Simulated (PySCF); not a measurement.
## Polarisability and C₆ of Pr²⁺ (praseodymium, charge +2)

[Xe] 4f3, one real determinant. All numbers are calculated (PySCF 2.14, scalar relativity by spin-free X2C-1e, in ANO-RCC-VTZP (8s7p5d3f2g1h, 104 functions)). Coupled (time-dependent) response in atomic units; α is the mean over directions. The basis has no added diffuse functions, which lowers α and C₆.

```
method  mean α (bohr³)         α xx, yy, zz  C₆ (like pair)  S(−4)
   PBE           15.84  15.55, 15.55, 16.42           71.15   2865
```

S(−4) is the Cauchy moment in α(ω) = α(0) + S(−4) ω² + …

Spin-orbit coupling is absent.

α(iu) at PBE:

| u (hartree) | α(iu) (bohr³) |
| --- | --- |
| 0 | 15.84 |
| 0.0500 | 12.26 |
| 0.100 | 10.03 |
| 0.200 | 8.735 |
| 0.300 | 8.100 |
| 0.500 | 6.960 |
| 0.750 | 5.617 |
| 1.00 | 4.505 |
| 1.50 | 2.993 |
| 2.00 | 2.115 |
| 3.00 | 1.229 |
| 5.00 | 0.5826 |

A single London oscillator, α(iu) = α/(1 + u²/ω²), gives C₆ = (3/4) ω α². Matching the computed C₆ needs ω = 4 × 71.15 / (3 × 15.84²) = 0.378 hartree.

For an ion, C₆ is the dispersion term alone; charge-induced terms of lower order in 1/R come first.

The components differ because the open shell of this determinant is not spherical; for a pure term their mean is the scalar polarisability.

⟨L²⟩ = 34.00 against 42 for a pure I term, so this real determinant mixes terms. Spin-orbit coupling, absent here, splits the open shell strongly.
